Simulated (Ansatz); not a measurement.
This geometry of BCl2F + H2 (6 atoms, charge 0, multiplicity 1) is a first-order saddle point.

These are results of RKS PBE-D4/def2-SVP in Ansatz 0.2.0, not measurements.

```xyz
6
Properties=species:S:1:pos:R:3
B -0.075 -0.299 0.030
Cl -0.077 0.103 2.118
F 1.115 0.072 -0.450
Cl -1.581 0.257 -0.720
H -0.124 -1.604 0.243
H -0.087 -1.177 1.237
```

(1) Which two structures does it join? (They come from a converged band through this point; their orientation in space is the band's.)

(2) How far does it lie above each of them?

Results:

(1) Bonds broken: B1–Cl2, H5–H6. Bonds formed: B1–H5, Cl2–H6. BCl2F + H2 becomes BClFH + ClH.

Image 0:

```xyz
6
Properties=species:S:1:pos:R:3
B -0.024 0.530 0.104
Cl -0.005 0.930 1.812
F 1.119 0.285 -0.516
Cl -1.522 0.457 -0.804
H -0.292 -2.568 0.586
H -0.105 -2.282 1.275
```

Image 10:

```xyz
6
Properties=species:S:1:pos:R:3
B -0.077 -0.369 -0.581
Cl -0.023 -0.099 2.512
F 1.082 0.255 -0.727
Cl -1.564 0.509 -0.911
H -0.103 -1.553 -0.324
H -0.142 -1.391 2.488
```

(2) 128.1 kJ/mol above the first and 63.6 kJ/mol above the second. This is the barrier of this one path; another mechanism may lie lower. The orbitals stay closed-shell, which can raise the energy where a bond breaks towards radicals; this wasn't checked here.

Time of the run: 11 min on 1 thread of Intel(R) Xeon(R) Platinum 8488C (Sapphire Rapids), on a shared host, peak memory 0.14 GiB.
